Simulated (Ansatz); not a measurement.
Born–Oppenheimer molecular dynamics of CH$_{6}$BFS (10 atoms, charge 0, multiplicity 1). It starts at the highest image of a converged band. Of that band: Neighbouring images differ by up to 1.3 eV, so the band resolves the path poorly. A vibrational analysis at the climbing image gives one clearly imaginary mode, 1597i cm⁻¹: a first-order saddle point.

These are results of RHF/def2-SVP in Ansatz 0.2.0, not measurements.

```json
{
  "ensemble": "NVE (velocity Verlet)",
  "time step": "0.5 fs",
  "steps asked": "200",
  "starting velocities drawn for": "300 K",
  "seed": "4609"
}
```

First frame:

```xyz
10
Properties=species:S:1:pos:R:3
B 0.007 0.315 0.025
F -0.066 -0.353 1.470
C 1.403 0.026 -0.658
H 1.467 -1.031 -0.931
H 1.507 0.606 -1.578
H 2.254 0.254 -0.012
H -1.034 0.099 -0.521
S -0.185 2.142 0.942
H 1.105 2.439 1.131
H -0.184 0.758 1.776
```

Problem. How far do the bonds stretch over the last three quarters of this one trajectory? (Pairs bonded in most of those frames.)

Solution. 
```tsv
bond	mean (Å)	spread (Å)	shortest	longest
B1–F2	1.329	0.050	1.24	1.42
B1–C3	1.583	0.025	1.55	1.63
B1–H7	1.211	0.041	1.14	1.30
C3–H4	1.100	0.013	1.08	1.13
C3–H5	1.094	0.009	1.08	1.11
C3–H6	1.093	0.016	1.06	1.12
S8–H9	1.339	0.016	1.31	1.36
S8–H10	1.359	0.077	1.24	1.49
```

Mean temperature of the second half: 1754 K. The conserved energy stayed within 0.28 meV per atom of its start (net change -0.11 meV per atom), so the integration is sound. The kinetic energy rose, since the run started high on the potential surface and went downhill. It ends in pieces (CH4BF + H2S), so much of that is their flight and rotation, not heat. A run of 0.1 ps of so small a system gives no equilibrium averages. The orbitals stay closed-shell, which can raise the energy where a bond breaks towards radicals; this wasn't checked here.

The run took 4.8 min on 1 thread of Arm Neoverse V2, on a shared host, peak memory 0.16 GiB.
